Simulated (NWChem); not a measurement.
A series in which one site is exchanged, each optimised at PBE0/def2-SVP with NWChem, gas phase unless a solvent is named. All stand in one matching conformer (torsions within 35°), which need not be the lowest. Some are not confirmed as minima by frequencies. def2 effective core potentials on I; no spin-orbit coupling.

A: [OH][Al]([F])[I] (AlHOIF; site = I)
B: [OH][Al]([F])[F] (AlHOF₂; site = F)
C: [OH][Al]([F])[Cl] (AlHOClF; site = Cl)
D: [OH][AlH][F] (AlH₂OF; site = H)

| quantity | A | B | C | D |
|---|---|---|---|---|
| dipole (D), PBE0/def2-SVP | 1.56 | 2.18 | 1.91 | ? |
| orbital gap (eV), PBE0/def2-SVP | 6.90 | 8.76 | 8.52 | ? |
| static polarisability, B3LYP/def2-SVPD (bohr³) | 61.3 | 25.8 | 39.7 | ? |
| lowest singlet excitation, B3LYP/def2-SVPD, TDA (eV) | 5.17 | 6.94 | 6.71 | ? |

Some entries are withheld; supply them.


- dipole (D), PBE0/def2-SVP, D: 1.03
- orbital gap (eV), PBE0/def2-SVP, D: 9.12
- static polarisability, B3LYP/def2-SVPD (bohr³), D: 29.6
- lowest singlet excitation, B3LYP/def2-SVPD, TDA (eV), D: 7.41
